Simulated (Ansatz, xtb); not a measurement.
# Two isomers of C5H7ClN2

Structure I is `CCc1cc(Cl)n[nH]1`, a singlet and structure II is `CCn1cncc1Cl`, a singlet. Both are isolated molecules in the gas phase, relaxed with PBE-D3(BJ)/def2-SVP; the shapes shown needn't be the lowest conformers.

I (Å):

```yaml
atoms:
  - { symbol: C, position_ang: [-1.4902, 1.0994, 1.2383] }
  - { symbol: C, position_ang: [0.0100, 0.8434, 1.0174] }
  - { symbol: C, position_ang: [0.4045, -0.5921, 1.1900] }
  - { symbol: C, position_ang: [0.5763, -1.6304, 0.2718] }
  - { symbol: C, position_ang: [0.8816, -2.7607, 1.0773] }
  - { symbol: Cl, position_ang: [1.2113, -4.3605, 0.5178] }
  - { symbol: N, position_ang: [0.9028, -2.4772, 2.3819] }
  - { symbol: N, position_ang: [0.6070, -1.1625, 2.4188] }
  - { symbol: H, position_ang: [-2.1007, 0.5100, 0.5257] }
  - { symbol: H, position_ang: [-1.8029, 0.8084, 2.2617] }
  - { symbol: H, position_ang: [-1.7357, 2.1715, 1.1001] }
  - { symbol: H, position_ang: [0.6059, 1.4744, 1.7129] }
  - { symbol: H, position_ang: [0.3004, 1.1610, -0.0042] }
  - { symbol: H, position_ang: [0.4975, -1.5815, -0.8181] }
  - { symbol: H, position_ang: [0.5689, -0.6930, 3.3244] }
```

II (Å):

```xyz
15

C    -1.8399    0.5183    0.5212
C    -0.4306    0.0898    0.9276
C    -0.2603   -2.3551    1.6043
C    -0.6194   -2.2446    3.7243
C    -0.6596   -0.9435    3.2431
Cl   -0.9148    0.5656    4.0325
N    -0.4222   -1.0155    1.8787
N    -0.3687   -3.1090    2.6862
H    -2.4112    0.8697    1.4028
H    -2.3936   -0.3233    0.0595
H    -1.7919    1.3482   -0.2116
H     0.1570   -0.2387    0.0469
H     0.1174    0.9374    1.3878
H    -0.0575   -2.7078    0.5838
H    -0.7545   -2.5773    4.7602
```

Q: Which of the two would you expect CCSD(T)/def2-SVP + ΔMP2/def2-TZVPP electronic energies to favour?

A: Structure II; the calculation gives E(II) − E(I) = −23.5 kJ/mol.

The same difference at several levels:

```
                             level             geometry  E(II) − E(I) (kJ/mol)  departure from the last row (kJ/mol)  job, with rough time for the two
                          GFN2-xTB             GFN2-xTB                   −56.2                                 −32.7              optimisation, 0.12 s
                         HF/STO-3G             GFN2-xTB                   −17.8                                  +5.7              single point, 0.36 s
                r2SCAN-D4/def2-SVP             GFN2-xTB                   −23.0                                  +0.5               single point, 3.9 s
               PBE-D3(BJ)/def2-SVP  PBE-D3(BJ)/def2-SVP                   −21.2                                  +2.3                optimisation, 33 s
                       HF/def2-SVP  PBE-D3(BJ)/def2-SVP                   −33.8                                 −10.3           part of the CCSD(T) run
                      MP2/def2-SVP  PBE-D3(BJ)/def2-SVP                   −25.7                                  −2.2           part of the CCSD(T) run
                  CCSD(T)/def2-SVP  PBE-D3(BJ)/def2-SVP                   −28.3                                  −4.8                      single point
CCSD(T)/def2-SVP + ΔMP2/def2-TZVPP  PBE-D3(BJ)/def2-SVP                   −23.5                                                      single point, 94 s
```

As drawn, II has 1 C–N, 2 C∷N, 1 C–H in place of 1 C–C, 1 C∷C, 1 N∷N, 1 N–H (∷ is an aromatic bond).

None of the levels shown reverses the order. The largest departure from CCSD(T)/def2-SVP + ΔMP2/def2-TZVPP is that of GFN2-xTB, 32.7 kJ/mol. The last row adds to CCSD(T) the change of the MP2 difference between the two basis sets, here +4.8 kJ/mol.

With thermal terms from frequencies at re-optimised GFN2-xTB minima (ideal gas, soft modes damped towards free rotors, one conformer each, 298.15 K, 1 atm): on the last row, ΔE + ΔZPE = −23.7, ΔH = −24.1, ΔG = −23.3 kJ/mol.

The correlated steps freeze 12 core orbitals. Programs: Ansatz 0.2.0, xtb 6.7.1; the last row on 4 threads of Arm Neoverse V2 on a shared host.
